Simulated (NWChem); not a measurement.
Species: BBr2 cation

```xyz
3

Br     0.0000     0.0000    -1.7732
B      0.0000     0.0000     0.0000
Br     0.0000     0.0000     1.7732
```
Atoms are numbered in this order, from 1.

Program: NWChem. Pople sets run with spherical d functions. Coordinates come from a B3LYP/6-31G* (spherical d) optimisation. Total energies compare along this basis series because the functional is fixed.

| level | basis functions | energy (Ha) | highest occupied level (eV) | orbital gap (eV) |
|---|---|---|---|---|
| PBE/STO-3G | 41 | -5115.4656 | -12.85 | 5.63 |
| PBE/3-21G | 53 | -5147.1481 | -14.25 | 5.28 |
| PBE/6-31G* | 78 | -5171.4658 | -14.27 | 5.25 |
| PBE/6-311G** | 106 | -5172.0160 | -14.29 | 5.25 |
